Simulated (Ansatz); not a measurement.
HAl, SMILES `[AlH]` (lower singlet) (charge 0, multiplicity 1). This singlet lies 1.88 eV below the relaxed triplet at the level composite: frozen-core CCSD(T) with HF/cc-pV5Z and the correlation energy extrapolated as X^-3 from cc-pVQZ and cc-pV5Z, plus full CI minus CCSD(T) in cc-pVDZ // B3LYP-D3(BJ)/def2-TZVP (Ansatz, a first-principles code).

Computed with r2SCAN0/cc-pVTZ // B3LYP-D3(BJ)/def2-TZVP run with Ansatz.

Ansatz 0.2 input:
```yaml
crystal:
  periodic: [false, false, false]
  atoms:
    - { symbol: Al, position_ang: [0.830968, -0.000004, -0.000003] }
    - { symbol: H, position_ang: [-0.830968, 0.000004, 0.000003] }
basis:
  gaussian: { orbitals: cc-pVTZ }
hamiltonian:
  xc: r2scan0
```

Output:

```
Functional definition: r2SCAN0
345 factors; their error is unknown
mean field evaluation 1: about -6610.3803 eV, gradient 8.8e0 eV
mean field evaluation 2: about -6610.6861 eV, gradient 3.6e0 eV
mean field evaluation 4: about -6610.7578 eV, gradient 9.1e-2 eV
mean field evaluation 8: about -6610.7760 eV, gradient 1.1e-4 eV
mean field -6610.77596031 eV, -242.9415355964 hartree, gradient 1.1e-5 eV, S^2 0.000000; 0 other end points of the search recorded, 0 dependent functions left out
reference -6610.77596741 eV, -242.9415358573 hartree; 7, 7 occupied and 41, 41 virtual orbitals, 345 factors
Total energy: -6610.77596741 eV, -242.9415358573 hartree
```
